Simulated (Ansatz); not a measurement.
A nudged elastic band was laid between two geometries of C$_{3}$H$_{5}$B (9 atoms, charge 0, multiplicity 1).

Theory: Ansatz 0.2.0, RKS PBE/def2-mTZVP.

```yaml
movable_images: 9
climbing_image: yes
spring: 5.0 eV/Å²
optimiser: quadratic models (default)
start_path: IDPP
force_threshold: 0.05 eV/Å
iteration_limit: 60
end_points: relaxed
```

Initial state:

```xyz
9
Properties=species:S:1:pos:R:3
B -0.369 1.140 -2.435
C 0.004 1.151 -1.075
C 0.523 0.306 -0.018
C -0.441 -0.677 0.652
H 1.472 -0.188 -0.307
H 0.875 1.055 0.738
H -0.739 -1.457 -0.062
H 0.029 -1.164 1.520
H -1.353 -0.165 0.988
```

Final state:

```xyz
9
Properties=species:S:1:pos:R:3
B 0.481 0.192 -2.664
C 0.192 0.719 -1.388
C 0.382 0.470 0.028
C -0.501 -0.591 0.692
H 1.450 0.332 0.286
H 0.163 1.472 0.480
H -1.563 -0.412 0.476
H -0.244 -1.588 0.308
H -0.360 -0.595 1.784
```

Task: Which bonds break or form, and what moves?

Result: No bond is made or broken. The dihedral C2–C3–C4–H9 goes from -52 to -172°. The two ends are copies of one structure, up to a mirror image or an exchange of like atoms.

Task: Give the energies along the band, and the barrier.

Result: The run converged. The highest image is number 5 of 0 to 10, 10.1 kJ/mol above the ends, which have the same energy within 2 meV. A vibrational analysis at the climbing image gives one clearly imaginary mode, 221i cm⁻¹: a first-order saddle point.

| image | path coordinate (Å) | energy (kJ/mol) | dihedral C2–C3–C4–H9 (°) |
| --- | --- | --- | --- |
| 0 | 0.00 | 0.0 | -52 |
| 1 | 0.32 | 0.9 | -64 |
| 2 | 0.64 | 3.3 | -76 |
| 3 | 0.97 | 6.5 | -88 |
| 4 | 1.29 | 9.1 | -101 |
| 5 | 1.61 | 10.1 | -113 |
| 6 | 1.92 | 9.2 | -125 |
| 7 | 2.23 | 6.7 | -137 |
| 8 | 2.54 | 3.5 | -149 |
| 9 | 2.86 | 1.0 | -161 |
| 10 | 3.17 | 0.0 | -172 |

Task: What is the geometry of the highest image?

Result: 
```xyz
9
Properties=species:S:1:pos:R:3:forces:R:3
B 0.258 0.493 -2.684 0.00 0.01 0.00
C 0.119 0.853 -1.325 0.00 -0.03 0.00
C 0.429 0.413 0.019 -0.02 0.01 0.02
C -0.503 -0.617 0.694 0.02 0.03 -0.03
H 1.495 0.125 0.111 0.00 0.00 0.00
H 0.424 1.374 0.593 0.01 -0.01 0.00
H -1.248 -0.982 -0.024 -0.01 -0.01 0.00
H 0.067 -1.479 1.068 0.00 -0.01 0.00
H -1.041 -0.181 1.548 0.00 0.00 0.00
```

Task: What are the harmonic wavenumbers there?

Result: 221i, 129, 272, 444, 637, 832, 976, 1016, 1044, 1135, 1241, 1308, 1378, 1446, 1462, 1468, 2813, 2908, 2981, 3044, 3069 cm⁻¹.

The band took 4 iterations and of the order of 2.2 core-minutes.

Time of the run: 2.2 min on 1 CPU thread of a shared host.
